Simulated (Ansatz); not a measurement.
Ansatz (a quantum-chemistry and plane-wave program) input:

Ansatz 0.2 input:
```yaml
crystal:
  periodic: [false, false, false]
  atoms:
    - {symbol: N, position_ang: [-1.06616376, 0.26085306, 0.21523175]}
    - {symbol: C, position_ang: [0.14270879, -0.03491586, -0.02880933]}
    - {symbol: O, position_ang: [1.21557910, -0.29740978, -0.24539496]}
    - {symbol: H, position_ang: [-1.63611033, -0.34254441, 0.80947549]}
    - {symbol: H, position_ang: [-1.48162886, 1.10534638, -0.18008208]}
basis:
  gaussian:
    orbitals: def2-TZVPD
hamiltonian:
  xc: {name: PBE}
total_charge: 1
magnetization: {spin_polarized: true, initial_magnetization: 2}
```

Question: Predict the final energy.

Answer: -168.64211 Eh (PBE/def2-TZVPD). The basis has 132 functions.

This state (charge 1, triplet) is run at the relaxed geometry of the species with charge 1 and multiplicity 1, and is a spin state other than that species' own.
